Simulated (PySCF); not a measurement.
CH12N2Si3, SMILES N[Si](C)(N)[SiH2][SiH3].

Geometry: PBE0-D3(BJ)/def2-SVP. This is a generated structure with no PubChem entry under its InChIKey; it may be hypothetical. The values are those of a single conformer.

Two levels are set side by side: PBE/def2-TZVP (PySCF) and M06-2X/def2-TZVP (PySCF). Same geometry, gas phase. Differences are taken from unrounded values.

| quantity | M06-2X |
|---|---|
| orbital gap (eV) | 8.78 |
| highest occupied level (eV) | -7.84 |
| lowest empty level (eV) | 0.93 |
| dipole moment (D) | 1.79 |

**Question.** What does PBE give, and how far is it from M06-2X? (Estimate from the structure and the level; the computed values follow.)

**Answer.** 
| quantity | PBE | PBE minus M06-2X |
|---|---|---|
| orbital gap (eV) | 4.93 | -3.85 |
| highest occupied level (eV) | -5.52 | 2.32 |
| lowest empty level (eV) | -0.59 | -1.52 |
| dipole moment (D) | 2.03 | 0.24 |

PBE's occupied levels lie high since its potential decays too fast outside the molecule; exact exchange lowers them and widens the gap. Differences between two approximate levels are no errors against the true value.

Rough cost on one machine, each run with all the roots and properties that it gave: M06-2X against PBE within a factor of 2.
